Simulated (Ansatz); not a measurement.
Born–Oppenheimer molecular dynamics of CH6Sn (8 atoms, charge 0, multiplicity 1). It starts at the highest image of a converged band. Of that band: A structure lower than the first end lies on the path between it and the top, so the climb from that side starts below the end, which may itself be a saddle point or a shallow side well. A vibrational analysis at the climbing image gives one clearly imaginary mode, 1265i cm⁻¹: a first-order saddle point.

Level of theory: Ansatz, RKS B3LYP/def2-SVP.

```json
{"ensemble": "NVE (velocity Verlet)", "time step": "0.5 fs", "steps asked": "200", "starting velocities drawn for": "100 K", "seed": "4561"}
```

First frame:

```xyz
8
Properties=species:S:1:pos:R:3
Sn 0.148 0.183 -0.522
H 0.845 -0.336 1.204
H 1.724 0.031 0.210
H -0.740 1.390 0.337
C -0.949 -1.710 -0.695
H -1.751 -1.747 0.053
H -1.369 -1.781 -1.706
H -0.244 -2.537 -0.531
```

How far do the bonds stretch over the last three quarters of this one trajectory? (Pairs bonded in most of those frames.)


| bond | mean (Å) | spread (Å) | shortest | longest |
| --- | --- | --- | --- | --- |
| Sn1–H2 | 1.759 | 0.052 | 1.66 | 1.86 |
| Sn1–H3 | 1.784 | 0.051 | 1.70 | 1.87 |
| Sn1–H4 | 1.758 | 0.025 | 1.70 | 1.80 |
| Sn1–C5 | 2.197 | 0.010 | 2.18 | 2.22 |
| C5–H6 | 1.102 | 0.005 | 1.09 | 1.11 |
| C5–H7 | 1.104 | 0.008 | 1.09 | 1.13 |
| C5–H8 | 1.102 | 0.006 | 1.09 | 1.11 |

Mean temperature of the second half: 1397 K. The conserved energy stayed within 0.16 meV per atom of its start (net change -0.15 meV per atom), so the integration is sound. The kinetic energy rose, since the run started high on the potential surface and went downhill. A run of 0.1 ps of so small a system gives no equilibrium averages. The orbitals stay closed-shell, which can raise the energy where a bond breaks towards radicals; this wasn't checked here.

The run took 7.3 min on 1 thread of Arm Neoverse V2 (shared host), peak memory 0.13 GiB.
